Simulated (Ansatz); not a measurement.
Geometry optimisation, RKS PBE-D4/def2-SVP in Ansatz 0.2.0.

Input:

```yaml
crystal:
  periodic: [false, false, false]
  atoms:
    - { symbol: F, position_ang: [0.49793, -0.3131, -2.21868] }
    - { symbol: B, position_ang: [0.48363, 0.30493, -1.03811] }
    - { symbol: Ga, position_ang: [-0.86418, 1.91128, -0.96053] }
    - { symbol: C, position_ang: [1.17016, -0.34061, 0.18623] }
    - { symbol: Si, position_ang: [-0.20196, -1.3572, 1.07645] }
    - { symbol: H, position_ang: [-1.36191, 2.66346, 0.38182] }
    - { symbol: H, position_ang: [-1.66616, 2.56152, -2.19762] }
    - { symbol: H, position_ang: [1.5167, 0.39338, 0.91578] }
    - { symbol: H, position_ang: [1.9978, -1.00932, -0.04866] }
    - { symbol: H, position_ang: [-1.35358, -0.48267, 1.35229] }
    - { symbol: H, position_ang: [0.39386, -1.8499, 2.31992] }
    - { symbol: H, position_ang: [-0.61227, -2.48177, 0.23109] }
basis:
  gaussian: { orbitals: def2-SVP }
hamiltonian:
  xc: pbe
  dispersion: d4
relax:
  f_tol: 0.02
  max_steps: 50
```

Launched with:

```bash
$ ansatz run input.yaml --threads 2 --pin off --max-ram 3072MiB --backend cpu --events-out ev --progress --plain --runs-dir out
```

Q: Where does it end, and by what steps?

A: The forces met the threshold. After 6 steps the energy has fallen by 0.140 eV; H8 moved furthest, 0.13 Å.

```tsv
step	energy less start (eV)	largest force component (eV/Å)	accepted
0	0.0000	0.881	yes
1	-0.1119	0.439	yes
2	-0.1316	0.312	yes
3	-0.1372	0.229	yes
4	-0.1378	0.163	yes
5	-0.1396	0.041	yes
6	-0.1402	0.020	yes
```

```xyz
12
Properties=species:S:1:pos:R:3
F 0.552 -0.337 -2.255
B 0.401 0.280 -1.070
Ga -0.915 1.975 -0.977
C 1.122 -0.315 0.175
Si -0.165 -1.386 1.096
H -1.240 2.692 0.407
H -1.606 2.603 -2.264
H 1.408 0.469 0.909
H 1.993 -0.961 -0.066
H -1.381 -0.562 1.431
H 0.425 -1.914 2.376
H -0.596 -2.542 0.237
```

Whether the end is a true minimum wasn't checked by a vibrational analysis.

Time of the run: 19 s on 2 threads of Arm Neoverse V2 (shared host), peak memory 0.19 GiB.
